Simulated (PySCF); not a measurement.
# Magnetisability: `Cn1cc(N(C)C)pc1`, C$_{6}$H$_{11}$N$_{2}$P

Geometry:
| atom | x (Å) | y (Å) | z (Å) |
| --- | --- | --- | --- |
| C1 | -2.117 | 1.097 | -0.442 |
| N2 | -1.691 | -0.157 | 0.133 |
| C3 | -2.524 | -1.292 | -0.181 |
| C4 | -0.327 | -0.401 | 0.179 |
| C5 | 0.656 | 0.556 | 0.131 |
| N6 | 1.912 | 0.052 | 0.293 |
| C7 | 3.092 | 0.870 | 0.247 |
| C8 | 1.932 | -1.284 | 0.443 |
| P9 | 0.379 | -2.021 | 0.409 |
| H10 | -3.202 | 1.159 | -0.386 |
| H11 | -1.812 | 1.209 | -1.492 |
| H12 | -1.698 | 1.923 | 0.133 |
| H13 | -3.565 | -1.039 | 0.018 |
| H14 | -2.237 | -2.125 | 0.463 |
| H15 | -2.426 | -1.614 | -1.227 |
| H16 | 0.542 | 1.615 | -0.005 |
| H17 | 2.913 | 1.816 | 0.761 |
| H18 | 3.379 | 1.084 | -0.787 |
| H19 | 3.916 | 0.353 | 0.737 |
| H20 | 2.872 | -1.790 | 0.571 |

Computed, not measured: PySCF, GIAO PW91/MINI magnetisability, rotational g tensor and spin-rotation constants, non-relativistic, gas phase. Geometry: GFN2-xTB.

**Question.** How diamagnetic is it, and how anisotropic?

**Answer.** Isotropic -1872 × 10⁻³⁰ J/T², or -112.7 × 10⁻⁶ cm³/mol; principal values -2200, -1771, -1645 × 10⁻³⁰ J/T², anisotropy 504 × 10⁻³⁰ J/T² (root of half the summed squared differences of the principal values). The susceptibility is in cgs units.

**Question.** Split it along the inertial axes a, b, c into diamagnetic and paramagnetic parts about the centre of mass, with the quadrupole moment.

**Answer.** 
```csv
axis,χ (10⁻⁶ cm³/mol),diamagnetic (10⁻⁶ cm³/mol),paramagnetic (10⁻⁶ cm³/mol),summed x² of all electrons (Å²),quadrupole Θ (D Å)
a,-102.0,-617.6,515.6,295.1,+13.86
b,-103.8,-1341.4,1237.6,124.5,-3.93
c,-132.4,-1779.9,1647.5,21.1,-9.93
```
Anisotropies 2χaa − χbb − χcc = +32.2 and 2χbb − χaa − χcc = +26.8 × 10⁻⁶ cm³/mol. Θ is traceless in Buckingham's convention.

**Question.** And the rotational g tensor?

**Answer.** 
| axis | rotational constant (GHz) | g | nuclear part | electronic part |
| --- | --- | --- | --- | --- |
| a | 2.5467 | -0.0317 | 0.5852 | -0.6169 |
| b | 1.0395 | -0.0069 | 0.5975 | -0.6044 |
| c | 0.7520 | +0.0063 | 0.5883 | -0.5820 |

Asymmetric top; isotopes 12C, 1H, 14N, 31P; no vibrational averaging.
